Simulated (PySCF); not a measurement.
**Electron affinity of Sr by level of theory**

Sr- [Kr] 4d1 5s2 (2D) → Sr [Kr] 5s2 (1S), as a difference of total energies. All numbers are calculated (PySCF 2.14, scalar relativity through the core potential, in def2-QZVPPD with the def2 core potential (28 electrons) (7s5p4d3f, 63 functions)). Correlated levels: valence and next inner shell: nothing frozen outside the core potential. The calculations carry no spin-orbit coupling.

```csv
method,electron affinity (eV)
UHF,-1.749
MP2 (valence and next inner shell),-1.449
SCS-MP2 (valence and next inner shell),-1.479
CCSD (valence and next inner shell),-1.280
CCSD(T) (valence and next inner shell),-1.170
```

The configuration of this anion was assumed by filling the next shell in order. It is not the known or likely ground configuration (Ca⁻, Sr⁻ and Ba⁻, for instance, bind a p electron), so these values are not the electron affinity of the element.

A negative affinity means that the anion lies above the atom at that level of theory.

The coupled-cluster amplitudes are large for Sr- (T1 above 0.03 or a double amplitude above 0.15), so a single reference is strained.
